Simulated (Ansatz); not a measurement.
```yaml
crystal:
  periodic: [false, false, false]
  atoms:
    - {symbol: C, position_ang: [-0.019394, -1.069425, -0.901718]}
    - {symbol: C, position_ang: [0.080610, -0.888642, 0.157507]}
    - {symbol: C, position_ang: [-0.254376, -1.642258, 0.528631]}
    - {symbol: Ge, position_ang: [-0.489582, 0.073634, 0.713373]}
    - {symbol: C, position_ang: [0.016600, 1.278751, 0.195744]}
    - {symbol: C, position_ang: [-0.407307, 1.331598, -0.710281]}
    - {symbol: C, position_ang: [1.081805, 1.252901, 0.189421]}
    - {symbol: H, position_ang: [0.250554, -1.708761, -1.188841]}
    - {symbol: H, position_ang: [-0.650133, -1.067411, -0.945853]}
    - {symbol: H, position_ang: [0.271082, -0.476019, -1.247923]}
    - {symbol: H, position_ang: [0.841598, -0.986576, 0.323688]}
    - {symbol: H, position_ang: [0.043677, -2.544199, 0.289661]}
    - {symbol: H, position_ang: [-1.047937, -1.987209, 0.483900]}
    - {symbol: H, position_ang: [-0.167599, -1.640422, 1.375012]}
    - {symbol: H, position_ang: [-0.281853, 0.043772, 1.529228]}
    - {symbol: H, position_ang: [-1.334787, 0.038639, 0.456566]}
    - {symbol: H, position_ang: [-0.193611, 1.544485, 0.641903]}
    - {symbol: H, position_ang: [-1.170181, 1.368526, -0.677540]}
    - {symbol: H, position_ang: [-0.229158, 0.901119, -1.259744]}
    - {symbol: H, position_ang: [-0.124113, 1.918009, -0.802952]}
    - {symbol: H, position_ang: [1.140376, 0.628665, -0.315689]}
    - {symbol: H, position_ang: [1.391111, 1.081059, 0.868080]}
    - {symbol: H, position_ang: [1.169565, 1.931868, -0.023719]}
basis:
  gaussian: {orbitals: cc-pVTZ-DK, final_grid: {core_spheres: 8, valence_spheres: 7, degree: 23}}
total_charge: 1
magnetization: {spin_polarized: true, initial_magnetization: 1}
hamiltonian: {xc: {name: revPBE0}, dispersion: d3bjatm}
output: {forces: true}
```

```sh
$ ansatz run in.yaml --threads 4 --pin off --events-out ev --progress --plain --max-ram 46080MiB --backend cuda --devices 0, --max-vram 37GiB
```

Output, abridged:

```
Functional definition: revPBE0
2422 factors; their error is unknown
mean field evaluation 1: about -63321.2087 eV, gradient 1.7e2 eV
mean field evaluation 2: about -63022.8513 eV, gradient 3.0e2 eV
mean field evaluation 4: about -63410.8885 eV, gradient 3.6e1 eV
mean field evaluation 8: about -63414.0453 eV, gradient 4.5e-1 eV
mean field evaluation 16: about -63414.3309 eV, gradient 2.5e-3 eV
mean field -63414.33090863 eV, -2330.4336771150 hartree, gradient 1.4e-5 eV, S^2 0.752588; 0 other end points of the search recorded, 0 dependent functions left out
reference -63414.33094815 eV, -2330.4336785673 hartree; 42, 41 occupied and 405, 406 virtual orbitals, 2422 factors
Total energy: -63416.30791286 eV, -2330.5063306802 hartree
Relativity: scalar
Atom 0 at    -0.019394    -1.069425    -0.901718 Å, force    40.664242    -0.352674   -12.176488 eV/Å
Atom 1 at     0.080610    -0.888642     0.157507 Å, force    51.321357    36.546187   -39.959496 eV/Å
Atom 2 at    -0.254376    -1.642258     0.528631 Å, force   -29.801517   -81.243275    39.052196 eV/Å
Atom 3 at    -0.489582     0.073634     0.713373 Å, force    -7.742213    26.075855    -3.364008 eV/Å
Atom 4 at     0.016600     1.278751     0.195744 Å, force    34.210929   -27.986260   -40.137043 eV/Å
Atom 5 at    -0.407307     1.331598    -0.710281 Å, force   -34.575570   -20.421480   -18.632651 eV/Å
Atom 6 at     1.081805     1.252901     0.189421 Å, force    24.257992   -15.086086     1.263053 eV/Å
Atom 7 at     0.250554    -1.708761    -1.188841 Å, force    11.953803   -27.591717   -12.645869 eV/Å
Atom 8 at    -0.650133    -1.067411    -0.945853 Å, force   -69.222579    -0.418431    -9.554034 eV/Å
Atom 9 at     0.271082    -0.476019    -1.247923 Å, force    12.642918    24.663692   -18.664307 eV/Å
Atom 10 at     0.841598    -0.986576     0.323688 Å, force    25.690488    -0.246588     5.440039 eV/Å
Atom 11 at     0.043677    -2.544199     0.289661 Å, force     3.071977    -6.214833    -1.280670 eV/Å
Atom 12 at    -1.047937    -1.987209     0.483900 Å, force   -15.208657    -4.872346    -1.415389 eV/Å
Atom 13 at    -0.167599    -1.640422     1.375012 Å, force     1.169093    -3.234985    18.185423 eV/Å
Atom 14 at    -0.281853     0.043772     1.529228 Å, force    17.514727    -1.319361    71.268469 eV/Å
Atom 15 at    -1.334787     0.038639     0.456566 Å, force   -58.334155    -2.250304   -16.653352 eV/Å
Atom 16 at    -0.193611     1.544485     0.641903 Å, force   -41.412683    53.637730    85.488403 eV/Å
Atom 17 at    -1.170181     1.368526    -0.677540 Å, force   -29.589495     2.641399    -0.893174 eV/Å
Atom 18 at    -0.229158     0.901119    -1.259744 Å, force     9.888775   -22.446332   -30.211704 eV/Å
Atom 19 at    -0.124113     1.918009    -0.802952 Å, force    22.598674    53.403181   -13.340121 eV/Å
Atom 20 at     1.140376     0.628665    -0.315689 Å, force     7.362748   -15.488932   -14.858009 eV/Å
Atom 21 at     1.391111     1.081059     0.868080 Å, force    13.693056    -5.809922    25.875758 eV/Å
Atom 22 at     1.169565     1.931868    -0.023719 Å, force     9.846088    38.015485   -12.787027 eV/Å
Dipole moment:     0.182166     0.340269    -0.169770 e Å
```

(1) Something in this input is off. What?

Answers

(1) The geometry is squeezed to about two thirds of its size. Self-consistency was reached. The result belongs to that input, not to the molecule as meant.
